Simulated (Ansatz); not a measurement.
Start from `[OH][AlH][SH]` and change one element to get `[OH][InH][SH]`.

Ansatz, PBE0-D4/def2-TZVP geometries, multiplicity 1. Each molecule was computed in one conformer, which needn't be the lowest.

Elements past krypton have def2 core potentials.

| property | `[OH][AlH][SH]` |
| --- | --- |
| size of the dipole moment (B3LYP/def2-TZVPP) / D | 1.60 |
| size of the dipole moment (ωB97M-V/def2-TZVPP) / D | 1.61 |
| LUMO energy (ωB97M-V/def2-TZVPP) / eV | 1.05 |
| HOMO energy (B3LYP/def2-TZVPP) / eV | -7.52 |
| HOMO–LUMO gap (PBE0/def2-TZVPP) / eV | 7.22 |
| HOMO energy (PBE/def2-TZVPP) / eV | -6.56 |

Problem. Give the same properties after the change, and the shifts. (An estimate is asked.)

Solution. Computed: 
```json
{"property": "size of the dipole moment (B3LYP/def2-TZVPP) / D", "`[OH][InH][SH]`": "2.13", "shift": "0.53"}
{"property": "size of the dipole moment (ωB97M-V/def2-TZVPP) / D", "`[OH][InH][SH]`": "2.25", "shift": "0.64"}
{"property": "LUMO energy (ωB97M-V/def2-TZVPP) / eV", "`[OH][InH][SH]`": "0.23", "shift": "-0.82"}
{"property": "HOMO energy (B3LYP/def2-TZVPP) / eV", "`[OH][InH][SH]`": "-7.25", "shift": "0.27"}
{"property": "HOMO–LUMO gap (PBE0/def2-TZVPP) / eV", "`[OH][InH][SH]`": "6.27", "shift": "-0.95"}
{"property": "HOMO energy (PBE/def2-TZVPP) / eV", "`[OH][InH][SH]`": "-6.28", "shift": "0.28"}
```

With PBE0 the HOMO rises by 0.29 eV and the LUMO falls by 0.66 eV, so the gap narrows by about 0.95 eV. PBE moves the HOMO by 0.28 eV and ωB97M-V by 0.29 eV. Dipoles are sizes alone; their direction can turn.

B3LYP here is the variant with VWN-RPA as its local correlation; programs differ in this.
